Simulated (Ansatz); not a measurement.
Z-matrix (Å, degrees):
```
B
N 1 1.890
C 1 1.568 2 50.4
C 1 1.513 2 43.2 3 -145.7
H 1 1.194 2 136.0 3 111.8
H 3 1.090 1 122.1 2 110.0
H 3 1.086 1 118.1 2 -104.7
H 4 1.085 1 146.9 2 -146.7
```

Total charge 0; spin multiplicity 1.

List the PBE0/def2-TZVPP orbital energies in eV (Ansatz 0.2.0). (Best estimate.)

Ansatz gave: Occupied: -392.62, -279.35, -278.68, -184.78, -27.22, -19.45, -16.14, -14.82, -13.15, -11.90, -11.06, -9.72, -9.12, -7.20. Lowest empty: -1.26, -0.29, 1.71, 1.97, 2.23, 2.70, 3.02, 3.84.
